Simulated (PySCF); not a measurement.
B(H)(OH)2 (BH₃O₂), SMILES OBO. Coordinates come from a PBE-D3(BJ)/def2-TZVP optimisation. Other conformers were not sampled.

The numbers are results of PBE-D3(BJ)/def2-TZVP (PySCF), not measurements.

Harmonic wavenumbers (cm⁻¹): 459, 518, 625, 889, 939, 975, 1076, 1206, 1413, 2569, 3685, 3753. Rotational constants (GHz): 61.42, 10.16, 8.718; symmetry number 1.

Task: Work out the zero-point energy and the ideal-gas rigid-rotor harmonic-oscillator thermochemistry at 298.15 K and 1 atm.

Result: ZPE = ½ Σ hcν = ½ × 18109 cm⁻¹ = 108.32 kJ/mol. H − E(el) = 120.35 kJ/mol. Entropy in J/(mol K): translation 156.45, rotation 90.40, vibration 9.57, total 256.42. G − E(el) = 43.90 kJ/mol. Cp = 56.28 J/(mol K).
